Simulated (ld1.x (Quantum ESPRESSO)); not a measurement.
## Fe (Z = 26): one change to a PAW potential, before and after

ld1.x (Quantum ESPRESSO) 7.5 input, shortened:

```
&input
   title='Fe', zed=26., rel=1, dft='PW91', iswitch=3,
   config='[Ar] 3d6 4s1.5 4p0'
 /
 &inputp
   pseudotype=3, lpaw=.true., tm=.true., lloc=-1, rcloc=1.25,
   nlcc=.true., rcore=1.00,
   which_augfun='BESSEL', rmatch_augfun=1.15
 /
6
4S  1  0   1.50   0.00  2.15  2.30  0.0
4S  1  0   0.00   1.35  2.15  2.30  0.0
4P  2  1   0.00   0.00  2.60  3.15  0.0
4P  2  1   0.00   4.20  2.60  3.15  0.0
3D  3  2   6.00   0.00  1.15  1.35  0.0
3D  3  2   0.00   0.30  1.15  1.35  0.0
 &test
   configts(1)='3d6 4s1.5 4p0'
 /
```

Change: reference 3d6 4s0 4p0.

Cutoffs: the cutoffs (Ry, on a coarse ladder) from which the occupation-weighted sum of valence levels, in a spherical-Bessel basis at the reference potential, stays within 10 and 1 mRy of its value at 400 Ry; they do not see the model core or the augmentation charge, which bear on the density cutoff. Errors are all-electron minus pseudo energies relative to the spin-unpolarised reference configuration.

**Question.** What does the change do?

**Answer.** The potential gets neither clearly harder nor softer (60 Ry and 100 Ry → 60 Ry and 100 Ry); both files keep a bound ghost (s); the range in which the p phases agree narrows (upper end 2.1 → 1.1).

| quantity | base | changed |
| --- | --- | --- |
| cutoff, loose | 60 Ry | 60 Ry |
| cutoff, tight | 100 Ry | 100 Ry |
| bound ghosts | s | s |
| largest error over its own tests, meV | -1664 | -297 |
| s: phases at 3.40 bohr within 0.05 rad from the reference energy up to (Ry; the scan ends near 5) | to the end of the scan | to the end of the scan |
| p: phases at 3.40 bohr within 0.05 rad from the reference energy up to (Ry; the scan ends near 5) | 2.1 | 1.1 |
| d: phases at 3.40 bohr within 0.05 rad from the reference energy up to (Ry; the scan ends near 5) | to the end of the scan | to the end of the scan |
| lowest overlap eigenvalue by channel | s 0.30, p 0.24, d 0.99 | s 0.37, p 0.25, d 1.00 |

 A true bound ghost makes a file unfit for plane-wave use even where its test errors are small: the radial tests pick states by their node count and pass the ghost by.
